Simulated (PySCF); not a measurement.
# Working out the ionisation energy of F²⁺

F²⁺ [He] 2s2 2p3 (4S) → F³⁺ [He] 2s2 2p2 (3P). All numbers are calculated (PySCF 2.14, scalar relativity by spin-free X2C-1e, in x2c-TZVPPall with one added diffuse shell each of s, p, d type (6s4p3d1f, 40 functions)). Frozen: nothing. Energies in hartree (1 hartree = 27.21139 eV):

```
             part  F²⁺ (lower)  F³⁺ (upper)
              UHF   -97.696831   -95.409289
MP2 opposite-spin    -0.085973    -0.080390
    MP2 same-spin    -0.029533    -0.013626
```

Q: What does Hartree-Fock give?

A: (-95.409289) − (-97.696831) = 2.287542 hartree = 62.247 eV.

Q: What do MP2 and SCS-MP2 (6/5 opposite-spin, 1/3 same-spin) give?

A: The opposite-spin parts differ by 0.152 eV and the same-spin parts by 0.433 eV. MP2: 62.247 + (0.152) + (0.433) = 62.832 eV. SCS-MP2: 62.247 + 1.2 × (0.152) + (0.433)/3 = 62.574 eV.

A first-order spin-orbit estimate adds -0.055 eV to MP2 (valence and next inner shell), giving 62.777 eV against 62.708 eV (semi-empirical (NIST evaluation); NIST Atomic Spectra Database, ionization energies).

What remains against the reference includes basis incompleteness and correlation beyond second order.
